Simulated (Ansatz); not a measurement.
Species: C$_{10}$H$_{9}$B, SMILES `Bc1cccc2ccccc12` (H–B–C–C torsion 180°) (charge 0, multiplicity 1).

Problem. Give a relaxed geometry from Ansatz (an electronic-structure program) with PBE0-D3(BJ)/def2-SVP.

Solution. Several could match; the one computed here: the end point of this relaxation, one of several conformers (outside a Z-matrix the atoms follow the SMILES, hydrogens last).
Z-matrix (Å, degrees):
```
C
C 1 1.4176
C 2 1.3769 1 121.25
H 2 1.0902 3 120.00 1 -179.98
H 3 1.0927 2 119.71 4 0.01
C 3 1.4119 5 119.60 2 -180.00
C 6 1.3744 3 119.76 5 180.00
H 6 1.0924 7 120.31 3 179.98
H 7 1.0932 6 120.58 8 -0.02
C 7 1.4185 9 118.68 6 -180.00
C 10 1.4186 7 120.96 9 0.00
C 11 1.3758 10 121.21 7 -179.98
H 12 1.0923 11 120.36 10 179.98
H 11 1.0938 12 120.34 13 -0.02
C 12 1.4075 13 120.15 11 179.99
H 15 1.0931 12 119.07 13 0.01
C 15 1.3945 16 118.44 12 180.00
B 17 1.5386 15 117.25 16 0.01
H 18 1.2083 17 123.49 15 179.98
H 18 1.2101 19 118.09 4 -179.94
```
